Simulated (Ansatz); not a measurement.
A run for Ansatz (a program for electronic structure): R-CCSD(T)/cc-pVTZ on CH4O (SMILES CO).

Ansatz 0.2 input:
```yaml
crystal:
  periodic: [false, false, false]
  atoms:
    - {symbol: C, position_ang: [-0.36215839, 0.00835875, 0.01799813]}
    - {symbol: O, position_ang: [0.91971752, -0.44121234, -0.39812706]}
    - {symbol: H, position_ang: [-0.50585412, -0.09484027, 1.09939691]}
    - {symbol: H, position_ang: [-1.09506866, -0.61963448, -0.48663968]}
    - {symbol: H, position_ang: [-0.54730865, 1.05046184, -0.26566046]}
    - {symbol: H, position_ang: [1.59067229, 0.09696651, 0.03303217]}
basis:
  gaussian:
    orbitals: cc-pVTZ
magnetization: {spin_polarized: false}
correlation: {method: ccsd_t, electrons: outside_noble_gas}
scf: {lower_state_search: off}
```

It printed:

```
WARN ansatz: RAYON_NUM_THREADS=1 ignored (pool sized by the plan → 1); use --threads N
Functional definition: HF
these checks for a lower state are left out or cut short: stability, starts, cluster_reference, orbital_swaps, neighbouring_geometries, increment
integrals: 0.17 GiB planned
659 factors; integrals over basis functions are off by at most 9.5e-4 eV
mean field: 0.18 GiB planned
mean field evaluation 1: about -3130.0694 eV, gradient 2.9e1 eV
mean field evaluation 2: about -3130.0702 eV, gradient 2.9e1 eV
mean field evaluation 4: about -3131.7143 eV, gradient 2.6e0 eV
mean field evaluation 8: about -3131.7332 eV, gradient 8.8e-5 eV
mean field -3131.73322077 eV, -115.0890730982 hartree, gradient 1.2e-6 eV, S^2 0.000000; 0 other end points of the search recorded, 0 dependent functions left out
2 core orbitals not correlated
reference -3131.73322077 eV, -115.0890730982 hartree; 7, 7 occupied and 107, 107 virtual orbitals, 659 factors
second order -11.65464416 eV of doubles, -0.00000000 eV of singles
coupled cluster: 0.37 GiB planned
cycle   1  -11.85300386 eV  change   -2.0e-1 eV  update   6.0e-2
cycle   2  -12.11728094 eV  change   -2.6e-1 eV  update   1.7e-2
cycle   3  -12.16206359 eV  change   -4.5e-2 eV  update   6.9e-3
cycle   4  -12.15896825 eV  change    3.1e-3 eV  update   1.4e-3
cycle   5  -12.15965325 eV  change   -6.8e-4 eV  update   5.4e-4
cycle   6  -12.15986643 eV  change   -2.1e-4 eV  update   1.6e-4
cycle   7  -12.15978984 eV  change    7.7e-5 eV  update   6.0e-5
cycle   8  -12.15978995 eV  change   -1.2e-7 eV  update   2.2e-5
cycle   9  -12.15978939 eV  change    5.6e-7 eV  update   5.8e-6
perturbative correction -0.40245722 eV, -0.0147900300 hartree
Total energy: -3144.29546737 eV, -115.5507271460 hartree
Checks for a lower state left out: stability, starts, cluster_reference, orbital_swaps, neighbouring_geometries, increment
```

Self-consistency was reached.

Cost: about 7 core-seconds (a rough figure).
